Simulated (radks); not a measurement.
The numbers below are computed, except where a source is named.
Task: The table gives one normalised radial function P(r) = r R(r) (large component) of Pr32+ in [Ar] 3d9 (r in bohr). Level of theory: Dirac Kohn-Sham, relativistic LDA (MacDonald-Vosko exchange, VWN5 correlation), spin-unpolarised, spherical densities, finite nucleus; open shells fill j = l - 1/2 first; Fermi nuclear charge, rms radius 4.8919 fm (a radial shooting solver on a logarithmic mesh with Libxc functionals).

r           P
0.001179   0.0144
0.001475   0.0190
0.001831   0.0249
0.00229    0.0333
0.002842   0.0446
0.003556   0.0606
0.004413   0.0821
0.005521   0.1130
0.006853   0.1540
0.008573   0.2121
0.01073    0.2907
0.01331    0.3905
0.01665    0.5225
0.02067    0.6778
0.02586    0.8615
0.03209    1.0433
0.04015    1.2013
0.04983    1.2714
0.06234    1.1868
0.07737    0.8864
0.0968     0.3133
0.1201    -0.4473
0.1503    -1.2939
0.1865    -1.9326
0.2334    -2.1807
0.2896    -1.9480
0.3624    -1.3651
0.4497    -0.7490
0.5626    -0.2930
0.6983    -0.0819
0.8736    -0.0136

Which n and l does it have? It may be an empty orbital.

Result: n = 3, l = 1: the number of nodes gives n - l - 1 = 1, the rise at small r points to l (for j = l - 1/2 the large component starts outside the nucleus as r^gamma with gamma = sqrt(l^2 - (Z/c)^2) = 0.90 and the r^(l+1) term takes over further out; the orbital of l - 1 with the same j starts with the same power, but with a larger coefficient, and does not steepen), and the extent must fit the shell. The curve is that of 3p1/2; the two j differ most near the nucleus, where j = l - 1/2 has the larger amplitude, and in heavy atoms j = l - 1/2 is also the more compact. 3p1/2: eigenvalue -2442.0 eV, 1 radial node at r = 0.106 bohr, <r> = 0.255 bohr, 90 % of the charge inside 0.381 bohr.
